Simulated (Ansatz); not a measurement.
F3H3MoO3: where a starting geometry ends

The starting geometry of this gas-phase singlet was optimised with GFN2-xTB.

```xyz
10

F    -3.2569    0.4971   -0.0711
F    -1.8085   -0.7117    1.4880
F    -1.7352    1.7330    1.3944
Mo   -1.4712    0.4523    0.1567
O    -1.2980    1.6912   -1.0667
O     0.2275    0.4166    0.5750
O    -1.3762   -0.8839   -0.9691
H    -1.3555    2.4547   -1.6440
H     1.0898    0.4021    0.9942
H    -1.4875   -1.6831   -1.4873
```

**Question.** Predict what it relaxes into with PBE0-D4/def2-SVP.

**Answer.** It keeps its bonds.

The energy falls by 0.88 eV over 13 steps:

```
step  E − E(last) (eV)
   1             0.882
   2             0.339
   4             0.243
   5             0.170
   6             0.125
   8             0.105
   9             0.081
  10             0.027
  12             0.001
  13             0.000
```

Final geometry (Å):

```yaml
atoms:
  - { symbol: F, position_ang: [-3.1927, 0.0298, -0.0835] }
  - { symbol: F, position_ang: [-1.4756, -0.4519, 1.7002] }
  - { symbol: F, position_ang: [-1.9671, 1.9304, 1.0335] }
  - { symbol: Mo, position_ang: [-1.3822, 0.4461, 0.0695] }
  - { symbol: O, position_ang: [-1.2476, 1.6666, -1.3077] }
  - { symbol: O, position_ang: [0.4173, 0.5316, 0.4682] }
  - { symbol: O, position_ang: [-1.1776, -1.0061, -1.0503] }
  - { symbol: H, position_ang: [-1.3660, 2.6208, -1.2019] }
  - { symbol: H, position_ang: [0.8309, 0.0757, 1.2144] }
  - { symbol: H, position_ang: [-1.9111, -1.4746, -1.4723] }
```

No frequencies were run, so the end isn't proven a minimum. Atoms past krypton carry core potentials, without spin–orbit terms. Run with Ansatz 0.2.0, 64 s on 2 threads of Arm Neoverse V1 (shared host).
